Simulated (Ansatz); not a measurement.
Input file for Ansatz (a first-principles code): R-r2SCAN/def2-TZVPP on Cs2, 2S+1 = 1, a spin state set in the input, which need not be the lowest, a point of a bond scan (R = 4.784 Å). Elements past Kr take the def2 small-core potentials; no spin–orbit coupling.

Ansatz 0.2 input:
```yaml
crystal:
  periodic: [false, false, false]
  atoms:
    - {symbol: Cs, position_ang: [0.00000000, 0.00000000, 0.00000000]}
    - {symbol: Cs, position_ang: [0.00000000, 0.00000000, 4.78433100]}
basis:
  gaussian:
    orbitals: def2-TZVPP
    pivot_positions_ang: [[0.00000000, 0.00000000, 0.00000000], [0.00000000, 0.00000000, 4.78433100]]
hamiltonian:
  xc: {name: r2SCAN}
output: {forces: true, orbitals: {seedname: ./end}}
```

The head of its log:

```
WARN ansatz: RAYON_NUM_THREADS=2 ignored (pool sized by the plan → 2); use --threads N
Functional definition: r2SCAN
integrals: 0.04 GiB planned
480 factors; their error is unknown
mean field: 0.21 GiB planned
mean field evaluation 1: about -1096.6848 eV, gradient 5.8e0 eV
mean field evaluation 2: about -1096.6193 eV, gradient 7.3e0 eV
```

Task: What total energy does the run end on?

Result: -40.3072 hartree.
